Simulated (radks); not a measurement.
V10+, configuration [Ne] 3s2 3p1.

All-electron calculation, scalar-relativistic Kohn-Sham, PBEsol, spin-polarised, spherical densities, finite nucleus; open shells are filled with parallel spins first; Fermi nuclear charge, rms radius 3.6002 fm. Program: a radial shooting solver on a logarithmic mesh with Libxc functionals.

Energy parts (hartree):
part                       energy
total                  -909.48224
kinetic                 918.46959
electron-nucleus      -2044.32693
Hartree                 253.48965
exchange-correlation    -37.11455

Orbitals (lengths in bohr, moments of r in powers of bohr):
| orbital | occ. | eigenvalue (hartree) | <1/r> |
|---|---|---|---|
| 1s up | 1 | -206.2188 | 22.83 |
| 1s down | 1 | -206.1962 | 22.83 |
| 2s up | 1 | -30.97618 | 4.834 |
| 2s down | 1 | -30.95479 | 4.835 |
| 2p up | 3 | -27.40476 | 4.739 |
| 2p down | 3 | -27.37626 | 4.739 |
| 3s up | 1 | -9.94462 | 1.736 |
| 3s down | 1 | -9.81886 | 1.733 |
| 3p up | 1 | -8.90736 | 1.660 |
| 3p down | 0 | -8.78425 | 1.658 |
| 3d up | 0 | -7.38450 | 1.502 |
| 3d down | 0 | -7.27534 | 1.504 |
| 4s up | 0 | -4.71282 | 0.8691 |
| 4s down | 0 | -4.66744 | 0.8654 |

The highest occupied level is 3p up at -242.38 eV. For comparison, the ionisation energy in NIST's Atomic Spectra Database is 254.8 eV (semi-empirical). In exact Kohn-Sham theory the highest level is minus the ionisation energy, but local and semilocal functionals leave it too shallow, through self-interaction and a potential that decays too fast; potentials with the right tail come closer. The density falls to 0.001 e/bohr^3 at r = 1.88 bohr.
